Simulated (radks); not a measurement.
The numbers below are computed, except where a source is named.
Excited configurations of the strontium ion Sr3+: one electron is placed in a higher orbital outside [Ar] 3d10 4s2 4p4. The ground configuration is [Ar] 3d10 4s2 4p5. Code: a radial shooting solver on a logarithmic mesh with Libxc functionals. Model: scalar-relativistic Kohn-Sham, LDA (Slater exchange, Perdew-Wang correlation), spin-polarised, spherical densities, finite nucleus; open shells are filled with parallel spins first (spin-orbit coupling, left out, can overturn this in heavy ions); Fermi nuclear charge, rms radius 4.224 fm. Excitation = E - E(ground); binding = E(ion) - E, where the ion is the core of charge +4; n* = 4/sqrt(2 binding) in atomic units, and the quantum defect is n - n*.

| outer orbital | excitation (eV) | binding (eV) | eigenvalue (eV) | <r> (bohr) |
|---|---|---|---|---|
| 5p | 33.366 | 23.316 | -20.582 | 3.418 |
| 5d | 40.553 | 16.129 | -14.160 | 4.505 |
| 5f | 46.617 | 10.065 | -8.724 | 6.689 |
| 6s | 41.288 | 15.394 | -13.804 | 5.465 |
| 6p | 43.400 | 13.282 | -11.866 | 6.101 |
| 6d | 46.642 | 10.040 | -8.933 | 7.623 |
| 7s | 46.996 | 9.686 | -8.734 | 8.641 |
| 7d | 49.806 | 6.876 | -6.168 | 11.46 |
| 7f | 51.590 | 5.092 | -4.556 | 14.91 |

The Delta-SCF ionisation energy is 56.682 eV (NIST Atomic Spectra Database: 56.280 eV, semi-empirical). Self-interaction in the functional shifts the binding energies and quantum defects, so they are the method's values and not measured ones. Open shells are spherical and high-spin; term and fine-structure splittings are not resolved.
